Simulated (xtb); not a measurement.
Al(F)(SiH3)2 (AlFH₆Si₂), SMILES [SiH3][Al]([F])[SiH3]. All values are semi-empirical tight-binding results from xtb (GFN2-xTB unless named), good for trends rather than for accurate numbers. The structure is a stationary point at GFN2-xTB. The structure was generated by enumeration; whether it is a known compound was not checked.

Optimised geometry:

```xyz
10

Al    -0.2402    -0.1580     0.0184
F     -1.6273    -1.0777     0.1145
Si    -0.5890     1.8196    -1.3477
H      0.5145     2.1465    -2.2787
H     -0.8021     3.0754    -0.5916
H     -1.7869     1.6960    -2.2098
Si     1.5743    -1.1675     1.2777
H      2.3728    -0.2311     2.1008
H      2.5864    -1.8729     0.4578
H      1.0885    -2.1898     2.2326
```

The geometry has at least one imaginary mode, so it is a saddle point at that level.

For metal compounds this method's bond lengths and energies can be far off.

```
Quantity                      Result
---------------------------  -------
point group as xtb finds it       C2
orbital gap                  3.12 eV
```

Computed atomic charges and the Wiberg bond orders between heavy atoms:
charges (e) Al1 0.23, F2 -0.28, Si3 0.36, H4 -0.12, H5 -0.12, H6 -0.10, Si7 0.36, H8 -0.12, H9 -0.12, H10 -0.10. Bond orders Al1–F2 1.25, Al1–Si3 0.91, Al1–Si7 0.91.
